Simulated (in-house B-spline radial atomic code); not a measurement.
Inner levels of technetium as electrons are removed. A shift is the extra binding of the orbital against the neutral atom ([Kr] 4d5 5s2). Computed with a B-spline radial code for spherical atoms: non-relativistic Hartree-Fock, average of the configuration, point nuclei.

This level leaves out relativity, spin-orbit splitting included, which matters for heavy ions.

```csv
ion,configuration,shift of 3s (eV),shift of 3p (eV),shift of 2s (eV),radius of 3s (bohr),radius of 3p (bohr),radius of 2s (bohr),Σ<r²> (bohr²),change of density at nucleus (bohr⁻³)
Tc,[Kr] 4d5 5s2,0,0,0,0.42437,0.41927,0.15438,63.255,-
Tc+,[Kr] 4d5 5s1,7.1461,7.1684,7.1546,0.42439,0.41927,0.15438,44.055,-3.97
Tc2+,[Kr] 4d5,?,?,?,?,?,?,?,?
Tc3+,[Kr] 4d4,30.57,30.63,30.743,0.42436,0.41918,0.15438,26.307,-8.2746
Tc4+,[Kr] 4d3,47.306,47.364,47.734,0.42426,0.41904,0.15438,22.519,-4.714
Tc5+,[Kr] 4d2,?,?,?,?,?,?,?,?
Tc6+,[Kr] 4d1,85.277,85.333,86.635,0.4239,0.41857,0.15437,16.688,4.902
Tc7+,[Ar] 3d10 4s2 4p6,106.29,106.35,108.35,0.42364,0.41824,0.15437,14.343,10.876
Tc8+,[Ar] 3d10 4s2 4p5,130.62,130.58,133.8,0.42329,0.41843,0.15435,12.623,20.075
Tc9+,[Ar] 3d10 4s2 4p4,?,?,?,?,?,?,?,?
Tc10+,[Ar] 3d10 4s2 4p3,181.9,181.65,187.77,0.42245,0.41756,0.15431,9.551,40.148
Tc11+,[Ar] 3d10 4s2 4p2,208.79,208.42,216.25,0.42197,0.41705,0.15429,8.1699,51.023
Tc12+,[Ar] 3d10 4s2 4p1,236.48,235.99,245.7,0.42144,0.41648,0.15427,6.8772,62.456
Tc13+,[Ar] 3d10 4s2,264.95,264.34,276.11,0.42087,0.41586,0.15424,5.6642,74.452
Tc14+,[Ar] 3d10 4s1,294.15,294.17,307.56,0.42106,0.41508,0.15424,4.5871,-21.633
```

Task: Fill in the row of Tc2+.

Result: shift of 3s (eV): 15.576; shift of 3p (eV): 15.638; shift of 2s (eV): 15.613; radius of 3s (bohr): 0.42442; radius of 3p (bohr): 0.41927; radius of 2s (bohr): 0.15439; Σ<r²> (bohr²): 31.095; change of density at nucleus (bohr⁻³): -10.932.

Task: Fill in the row of Tc5+.

Result: shift of 3s (eV): 65.585; shift of 3p (eV): 65.642; shift of 2s (eV): 66.403; radius of 3s (bohr): 0.4241; radius of 3p (bohr): 0.41884; radius of 2s (bohr): 0.15438; Σ<r²> (bohr²): 19.376; change of density at nucleus (bohr⁻³): -0.3058.

Task: Fill in the row of Tc9+.

Result: shift of 3s (eV): 155.84; shift of 3p (eV): 155.69; shift of 2s (eV): 160.28; radius of 3s (bohr): 0.42289; radius of 3p (bohr): 0.41802; radius of 2s (bohr): 0.15433; Σ<r²> (bohr²): 11.031; change of density at nucleus (bohr⁻³): 29.831.
